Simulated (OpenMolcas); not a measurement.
**Co2+: moving the ligands**

Co2+ with 6 ligands (fluoride) in octahedral coordination (Oh) at 2.06 Å. A charge of +0.667 e stands 2.8 Å behind each ligand. Ligand basis ANO-RCC-VDZP.

```yaml
Program: OpenMolcas
Method: "SS-CASPT2, IPEA 0.25 Eh, imaginary shift 0.1 Eh (closed shells correlated: 3s 3p and the ligand valence shells)"
Basis: ANO-RCC-VDZP [5s4p2d1f]
Scalar_Hamiltonian: DKH2, point nucleus
Active_space: 7 electrons in 5 orbitals (3d)
State_averaging: 2S+1 = 4 even, 10 roots; 2S+1 = 2 even, 40 roots
Spin-orbit_coupling: RASSI with atomic mean-field integrals over the reference wave functions
```

Runs around this geometry, states (labels of O, the rotations of Oh). Energies in cm-1 above the lowest state or level, χT in cm3 K/mol; under a threefold ground state the first gap can be a small split of the lowest multiplet, not the spin-orbit step.

| R (Å) | Ground state | First state of that spin | First gap with spin-orbit (degeneracies) | χT at 300 K | First state of another spin |
| --- | --- | --- | --- | --- | --- |
| 1.95 | 4T1 | 4T2 9150 | 370 (2, 4) | 3.477 | 2E 11660 |
| 2.06 | 4T1 | 4T2 6830 | 370 (2, 4) | 3.591 | 2E 13970 |
| 2.19 | 4T1 | 4T2 4940 | 360 (2, 4) | 3.730 | 2E 15520 |

Taking the first state of the same spin as R^-n, n = -ln(4940 / 9150) / ln(2.19 / 1.95) = 5.3 between the shortest and longest distance.

Roots that are degenerate in the reference are averaged as groups; the widest CASPT2 spread within a group is 100 cm-1 (the 2-fold group of multiplicity 2 near 28600 cm-1 above the lowest state of its run, R = 2.06). Shifts and gaps below about the spread of the groups concerned are not significant. Over all roots computed the reference weight is 0.71 to 0.72 in R = 1.95, 0.70 to 0.71 in R = 2.06, 0.70 to 0.71 in R = 2.19; a low but even weight reflects the number of correlated electrons. An orbital triplet at a regular site is open to Jahn-Teller coupling, which can distort the site and quench the lowest spin-orbit gaps and is left out. A single d shell leaves out the double-shell effect, which counts most for late 3d ions, where the CASPT2 field can be off either way by tens of per cent. Ligand-to-metal charge-transfer states are missing. These CASPT2 states fit no ligand-field parameters well, so their order and spin gaps are uncertain. For late 3d ions with one d shell CASPT2 can put B and the spin-flip bands somewhat low as well as high. With one d shell and no ligand orbital active, 10Dq can be off by tens of per cent for divalent 3d ions, low with halides held by bare charges and at times high in hosts. Free-ion shares, where given, are those of the reference states; single-state CASPT2 does not remix them. No measured value stands beside these numbers; the geometry was imposed, not optimised, and the real ion may take another.
